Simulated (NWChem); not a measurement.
Everything below was run with NWChem. System: methylammonium (CH6N (+1)), charge 1, spin multiplicity 1, at a geometry optimised with PBE0/def2-SVP. Level: evGW@PBE0/def2-TZVPD, RI basis def2-tzvpd-rifit, 6 cycles.

Input file:

```
start mol
memory heap 200 mb stack 700 mb global 1700 mb
charge 1
geometry units angstroms nocenter noautoz
  C      0.788807     0.047506     0.000000
  N     -0.700276    -0.042174     0.000000
  H      1.110112     0.586811     0.898941
  H      1.110112     0.586811    -0.898941
  H      1.203723    -0.967397     0.000000
  H     -1.056261    -0.541660     0.826488
  H     -1.056261    -0.541660    -0.826488
  H     -1.142336     0.887276     0.000000
  symmetry group Cs
end
basis spherical
  * library def2-tzvpd
end
basis "ri basis" bse spherical
  * library def2-tzvpd-rifit
end
dft
  xc pbe0
  iterations 100
  direct
  tolerances tight
end
task dft energy
gw
  evgw 6
  states alpha occ -1 vir -1
end
task dft gw
```

Part of the output:

```
             Northwest Computational Chemistry Package (NWChem) 7.3.0
             --------------------------------------------------------

                                NWChem Input Module
                                -------------------

 Scaling coordinates for geometry "geometry" by  1.889725989
 (inverse scale =  0.529177249)

 Turning off AUTOSYM since
 SYMMETRY directive was detected!

                             Geometry "geometry" -> ""
                             -------------------------

 Output coordinates in angstroms (scale by  1.889725989 to convert to a.u.)

  No.       Tag          Charge          X              Y              Z
 ---- ---------------- ---------- -------------- -------------- --------------
    1 C                    6.0000     0.78880700     0.04750600     0.00000000
    2 N                    7.0000    -0.70027600    -0.04217400     0.00000000
    3 H                    1.0000     1.11011200     0.58681100     0.89894100
    4 H                    1.0000     1.11011200     0.58681100    -0.89894100
    5 H                    1.0000     1.20372300    -0.96739700     0.00000000
    6 H                    1.0000    -1.05626100    -0.54166000     0.82648800
    7 H                    1.0000    -1.05626100    -0.54166000    -0.82648800
    8 H                    1.0000    -1.14233600     0.88727600     0.00000000

 Effective nuclear repulsion energy (a.u.)      47.8295095773

            Nuclear Dipole moment (a.u.)
            ----------------------------
        X                 Y               Z
 ---------------- ---------------- ----------------
    -0.0000018897    -0.0000018897     0.0000000000

      Symmetry information
      --------------------

 Group name             Cs
 Group number              2
 Group order               2
 No. of unique centers     6

      Symmetry unique atoms

     1    2    3    5    6    8


 Summary of "ao basis" -> "" (spherical)
 ------------------------------------------------------------------------------
       Tag                 Description            Shells   Functions and Types
 ---------------- ------------------------------  ------  ---------------------
 *                         def2-tzvpd                 on all atoms

 new library libraries.bse/

 Summary of "ri basis" -> "" (spherical)
 ------------------------------------------------------------------------------
       Tag                 Description            Shells   Functions and Types
 ---------------- ------------------------------  ------  ---------------------
 *                      def2-tzvpd-rifit              on all atoms

                                 NWChem DFT Module
                                 -----------------

 Summary of "ao basis" -> "ao basis" (spherical)
 ------------------------------------------------------------------------------
       Tag                 Description            Shells   Functions and Types
 ---------------- ------------------------------  ------  ---------------------
 C                         def2-tzvpd               13       37   6s3p3d1f
 N                         def2-tzvpd               13       37   6s3p3d1f
 H                         def2-tzvpd                5        9   3s2p

 Summary of "ao basis" -> "ao basis" (spherical)
 ------------------------------------------------------------------------------
       Tag                 Description            Shells   Functions and Types
 ---------------- ------------------------------  ------  ---------------------
[...]
@GW       126        162.948           0.000
@GW       127        623.137           0.000
@GW       128        889.516           0.000

  *** G5W5

          Computing RPA polarizability
          Solving quasiparticle equations

                  Alpha Orbitals
          State     Energy (eV)     Error (eV)
          -----------------------------------
@GW         1       -417.401           0.000
@GW         2       -300.076           0.000
@GW         3        -37.947           0.000
@GW         4        -29.797           0.000
@GW         5        -25.979           0.000
@GW         6        -25.977           0.000
@GW         7        -22.980           0.000
@GW         8        -20.691           0.000
@GW         9        -20.693           0.000
@GW        10         -3.588           0.000
@GW        11         -1.984           0.000
@GW        12         -1.575           0.000
@GW        13         -1.575           0.000
@GW        14         -0.549           0.000
@GW        15         -0.551           0.000
@GW        16         -0.069           0.000
@GW        17          0.947           0.000
@GW        18          0.590           0.000
@GW        19          0.590           0.000
@GW        20          1.346           0.000
@GW        21          1.346           0.000
@GW        22          2.457           0.000
@GW        23          2.853           0.000
@GW        24          2.853           0.000
@GW        25          3.021           0.000
@GW        26          3.992           0.000
@GW        27          3.990           0.000
@GW        28          4.249           0.000
@GW        29          4.855           0.000
@GW        30          4.856           0.000
@GW        31          4.628           0.000
@GW        32          5.540           0.000
@GW        33          5.649           0.000
@GW        34          6.313           0.000
@GW        35          6.313           0.000
@GW        36          6.925           0.000
@GW        37          7.454           0.000
@GW        38          7.490           0.000
@GW        39          7.490           0.000
@GW        40          7.669           0.000
@GW        41          7.669           0.000
@GW        42          8.898           0.000
@GW        43          9.834           0.000
@GW        44          9.834           0.000
@GW        45          9.870           0.000
@GW        46          9.870           0.000
@GW        47         12.488           0.000
@GW        48         13.086           0.000
@GW        49         13.643           0.000
@GW        50         13.645           0.000
@GW        51         15.069           0.000
@GW        52         16.502           0.000
@GW        53         16.502           0.000
@GW        54         16.889           0.000
@GW        55         17.447           0.000
@GW        56         17.447           0.000
@GW        57         18.294           0.000
@GW        58         20.516           0.000
@GW        59         20.515           0.000
@GW        60         21.491           0.000
@GW        61         23.313           0.000
@GW        62         23.315           0.000
@GW        63         28.566           0.000
@GW        64         28.790           0.000
@GW        65         28.791           0.000
@GW        66         33.989           0.000
@GW        67         33.988           0.000
@GW        68         36.212           0.000
@GW        69         36.214           0.000
@GW        70         42.701           0.000
@GW        71         41.177           0.000
@GW        72         42.650           0.000
@GW        73         45.457           0.000
@GW        74         46.412           0.000
@GW        75         46.402           0.000
@GW        76         47.314           0.000
@GW        77         49.045           0.000
@GW        78         49.045           0.000
@GW        79         52.878           0.000
@GW        80         52.881           0.000
@GW        81         56.374           0.000
@GW        82         58.063           0.000
@GW        83         59.011           0.000
@GW        84         59.004           0.000
@GW        85         61.364           0.000
@GW        86         65.451           0.000
@GW        87         65.626           0.000
@GW        88         65.621           0.000
@GW        89         66.962           0.000
@GW        90         66.966           0.000
@GW        91         71.163           0.000
@GW        92         71.158           0.000
@GW        93         74.562           0.000
@GW        94         75.096           0.000
@GW        95         75.097           0.000
@GW        96         76.153           0.000
@GW        97         76.270           0.000
@GW        98         76.266           0.000
@GW        99         81.796           0.000
@GW       100         85.557           0.000
@GW       101         85.559           0.000
@GW       102         86.716           0.000
@GW       103         86.711           0.000
@GW       104         88.290           0.000
@GW       105         91.910           0.000
@GW       106         96.075           0.000
@GW       107         98.865           0.000
@GW       108         98.865           0.000
@GW       109        103.666           0.000
@GW       110        103.665           0.000
@GW       111        106.145           0.000
@GW       112        116.264           0.000
@GW       113        116.262           0.000
@GW       114        119.897           0.000
@GW       115        124.642           0.000
@GW       116        131.557           0.000
@GW       117        131.556           0.000
@GW       118        133.959           0.000
@GW       119        133.958           0.000
@GW       120        138.932           0.000
@GW       121        138.926           0.000
@GW       122        141.051           0.000
@GW       123        144.266           0.000
@GW       124        151.574           0.000
@GW       125        151.572           0.000
@GW       126        162.904           0.000
@GW       127        623.141           0.000
@GW       128        889.523           0.000

     GW Timing Statistics
   ------------------------
   Init.   :          0.1s
     ERIs  :          2.1s
     Distr.:          0.1s
     Vxc   :          2.3s
   Sigma_x :          0.0s
   RPA     :          2.4s
   Wmn     :          4.3s
   Sigma_c :          3.4s
   GW total:         14.8s

 Task  times  cpu:       14.8s     wall:       14.8s

 Total times  cpu:       30.8s     wall:       30.8s
```
